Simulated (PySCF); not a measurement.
B3LYP has the VWN-RPA correlation part, as in Gaussian. 

## [Zn(H)2] (charge 0, multiplicity 1)

Computed with PySCF with B3LYP-D3(BJ)/def2-TZVP // BP86-D3(BJ)/def2-SVP.

The HOMO is -7.84 eV and the dipole moment is 0.00 D. The HOMO–LUMO gap is 6.88 eV, the LUMO is -0.96 eV and the charge on the central atom (Mulliken) comes out as 0.14 e. The charge on the central atom (meta-Löwdin) is 0.87 e and the total energy is -1780.6210 Ha. The cost is roughly 5 core-seconds.

```xyz
3

Zn     0.0000     0.0000     0.0000
H      1.1784    -0.3798     0.9311
H     -1.1784     0.3798    -0.9311
```
Charge 0, spin multiplicity 1.
